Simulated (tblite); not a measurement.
Compound: C5H10P2.
Numbering: `[CH:1]#[C:2][CH2:3][P:4]([CH3:5])[CH2:6][PH2:7]` (hydrogens: H8 on C1; H9, H10 on C3; H11, H12, H13 on C5; H14, H15 on C6; H16, H17 on P7)

Computed with GFN2-xTB (tblite), gas phase: L-BFGS steps from a force-field or distance-geometry start until the largest atomic force falls under 0.01 eV/Å.

Step 70: E = -564.5056 eV
```
atom  x, y, z in Å  |  force x, y, z in eV/Å
C1     -3.5682    1.1000    0.2210    0.033   0.004   0.014
C2     -2.3747    0.9987    0.2021    0.010   0.007  -0.005
C3     -0.9346    0.9496    0.1630    0.008  -0.010   0.020
P4     -0.1889   -0.5519    0.9951   -0.007  -0.062  -0.019
C5     -0.2643   -1.7430   -0.4193    0.009   0.082   0.008
C6      1.5944   -0.0147    0.8296   -0.028  -0.017   0.008
P7      2.1608    0.5883   -0.8519    0.021   0.027  -0.035
H8     -4.6120    1.2072    0.2454    0.030  -0.070  -0.004
H9     -0.5377    1.8151    0.7029   -0.010   0.073   0.024
H10    -0.5824    0.9925   -0.8727    0.005  -0.011  -0.062
H11     0.2954   -2.6403   -0.1586   -0.016   0.006   0.008
H12    -1.3033   -2.0159   -0.5928   -0.018  -0.003  -0.004
H13     0.1558   -1.2977   -1.3231    0.006   0.006  -0.012
H14     2.2299   -0.8420    1.1493    0.006  -0.039   0.066
H15     1.7275    0.8009    1.5457    0.023   0.055   0.003
H16     2.8877   -0.5555   -1.1775   -0.043  -0.009  -0.029
H17     3.3077    1.2208   -0.3693   -0.027  -0.038   0.020
```

Step 71: E = -564.5074 eV
```
atom  x, y, z in Å  |  force x, y, z in eV/Å
C1     -3.5695    1.0937    0.2171    0.052   0.007   0.013
C2     -2.3752    0.9999    0.2040   -0.006  -0.029  -0.015
C3     -0.9347    0.9503    0.1683    0.006  -0.006   0.024
P4     -0.1846   -0.5527    0.9971   -0.010  -0.033  -0.014
C5     -0.2650   -1.7376   -0.4213    0.001   0.034   0.000
C6      1.5984   -0.0106    0.8301   -0.046  -0.019   0.041
P7      2.1653    0.5859   -0.8516    0.062   0.023  -0.032
H8     -4.6136    1.1990    0.2365    0.032  -0.067  -0.001
H9     -0.5451    1.8168    0.7130    0.014   0.052  -0.005
H10    -0.5808    0.9916   -0.8681    0.000   0.016  -0.022
H11     0.3008   -2.6357   -0.1757    0.000   0.032   0.020
H12    -1.3031   -2.0190   -0.5851   -0.045   0.009   0.002
H13     0.1379   -1.2852   -1.3284    0.030   0.015  -0.027
H14     2.2363   -0.8323    1.1615   -0.001  -0.030   0.043
H15     1.7274    0.8117    1.5397    0.011   0.054   0.010
H16     2.8754   -0.5686   -1.1762   -0.040  -0.002  -0.042
H17     3.3233    1.2050   -0.3719   -0.059  -0.056   0.006
```

**Question.** Estimate the geometry and energy of step 72. (The exact step hangs on the optimiser's Hessian estimate; all steps are aligned on step 71, rigid shifts and turns removed.)

**Answer.** E = -564.5090 eV, largest force 0.092 eV/Å
```
atom  x, y, z in Å  |  force x, y, z in eV/Å
C1     -3.5690    1.0865    0.2135    0.051   0.009   0.013
C2     -2.3741    1.0004    0.2069   -0.007  -0.054  -0.020
C3     -0.9335    0.9509    0.1733    0.006   0.006   0.018
P4     -0.1813   -0.5540    0.9991   -0.008   0.008   0.001
C5     -0.2659   -1.7308   -0.4238   -0.020  -0.019  -0.004
C6      1.6009   -0.0067    0.8328   -0.038  -0.011   0.048
P7      2.1686    0.5842   -0.8513    0.060   0.002  -0.009
H8     -4.6137    1.1878    0.2274    0.034  -0.063   0.002
H9     -0.5473    1.8190    0.7198    0.023   0.022  -0.037
H10    -0.5808    0.9882   -0.8650   -0.001   0.042   0.023
H11     0.3047   -2.6296   -0.1905    0.007   0.048   0.025
H12    -1.3043   -2.0179   -0.5787   -0.039   0.021   0.001
H13     0.1243   -1.2717   -1.3323    0.042   0.020  -0.042
H14     2.2412   -0.8242    1.1723   -0.012  -0.011   0.024
H15     1.7265    0.8213    1.5374    0.001   0.036   0.001
H16     2.8608   -0.5812   -1.1755   -0.033   0.006  -0.051
H17     3.3362    1.1900   -0.3764   -0.066  -0.064   0.006
```

The energy changes by -0.0017 eV. The first-order estimate −F·Δx gives -0.0022 eV and the mean of the old and new forces, exact on a quadratic surface, -0.0016 eV. The step makes an angle of 78° with the force vector and moves no atom by more than 0.020 Å.

The cost below is that of the whole relaxation. On one thread of an Arm Neoverse V1, shared host, this took 1.1 s of wall time.
